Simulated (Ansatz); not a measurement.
Relaxation of C2HClOSe (6 atoms, charge 0, multiplicity 1), to a largest force component of 0.02 eV/Å in at most 50 steps.

These are results of RKS BHLYP-D4/def2-SVP in Ansatz 0.2.0, not measurements.

```xyz
6
Properties=species:S:1:pos:R:3
Cl 1.770 -1.914 -0.860
C 0.555 -1.007 0.110
C -0.117 0.149 0.406
Se -0.310 2.022 0.098
O -0.362 -1.003 1.109
H -1.494 1.690 -0.908
```

Task: Where does it end, and by what steps?

Result: The run converged. After 22 steps the energy has fallen by 3.611 eV; C3 moved furthest, 0.82 Å. Parted: C3–O5.

```
step  energy less start (eV)  largest force component (eV/Å)  accepted
   0                  0.0000                           5.731       yes
   1                 -1.3023                           2.451       yes
   2                 -1.6229                           2.054       yes
   3                 -1.7647                           0.992       yes
   4                 -2.0831                           3.448       yes
   5                 -2.5883                           2.594       yes
   6                 -2.4025                           5.388        no
   7                 -2.8076                           1.969       yes
   8                 -3.0291                           0.783       yes
   9                 -3.1563                           1.283       yes
  10                 -3.3144                           1.788       yes
  11                 -3.4330                           1.573       yes
  12                 -3.5284                           0.669       yes
  13                 -3.5712                           0.437       yes
  14                 -3.6050                           0.683       yes
  15                 -3.6027                           0.316        no
  16                 -3.6094                           0.123       yes
  17                 -3.6064                           0.250        no
  18                 -3.6106                           0.046       yes
  19                 -3.6105                           0.076        no
  20                 -3.6108                           0.021       yes
  21                 -3.6109                           0.020       yes
  22                 -3.6109                           0.013       yes
```

```xyz
6
Properties=species:S:1:pos:R:3
Cl 1.674 -1.377 -0.691
C 0.281 -1.001 0.390
C -0.498 -0.024 -0.302
Se -0.238 1.694 0.038
O 0.084 -1.575 1.398
H -1.260 2.219 -0.879
```

Whether the end is a true minimum wasn't checked by a vibrational analysis.

Run time: 45 s on 2 threads of Intel(R) Xeon(R) Platinum 8488C (Sapphire Rapids), on a shared host, peak memory 0.24 GiB.
